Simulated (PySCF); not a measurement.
Compound: NbSe(OH)3 (singlet state).
Cartesian coordinates in Å at the PBE0-D3(BJ)/def2-SVP level; atoms count from 1:
```xyz
8
H3NbO3Se angstrom
Nb     0.002    0.000    0.037
Se     0.083    0.024    2.322
O      1.732    0.237   -0.656
H      2.595    0.359   -0.250
O     -1.098    1.389   -0.581
H     -1.632    2.077   -0.174
O     -0.684   -1.641   -0.562
H     -0.998   -2.444   -0.136
```

Method used: PBE0-D3(BJ)/def2-SVP geometry optimisation, gas phase, def2 core potentials past Kr in PySCF.

Problem. Which atoms are bound to Nb1, and at what distances?

Solution. 4 atoms: O5 1.876 Å, O7 1.877 Å, O3 1.878 Å, Se2 2.286 Å. The nearest atom not counted as bound is H4, at 2.63 Å.

Problem. List the angles at Nb1.

Solution. 
```tsv
angle	degrees	distance of the outer atoms (Å)
Se2–Nb1–O5	110.0	3.42
Se2–Nb1–O7	109.9	3.42
Se2–Nb1–O3	109.6	3.41
O3–Nb1–O7	109.2	3.06
O5–Nb1–O7	109.1	3.06
O3–Nb1–O5	109.0	3.06
```

Problem. What is the shape at Nb1?

Solution. Tetrahedral: angles from 109.0° to 110.0°; τ4 = (360° − α − β)/141° = 0.99 with α and β the two widest (0 for a square, 1 for a tetrahedron).

Problem. What are the other bond lengths?

Solution. O3–H4, O5–H6, O7–H8 0.962 Å.

Charge 0, singlet. Whether it is a minimum is left open (no frequencies).
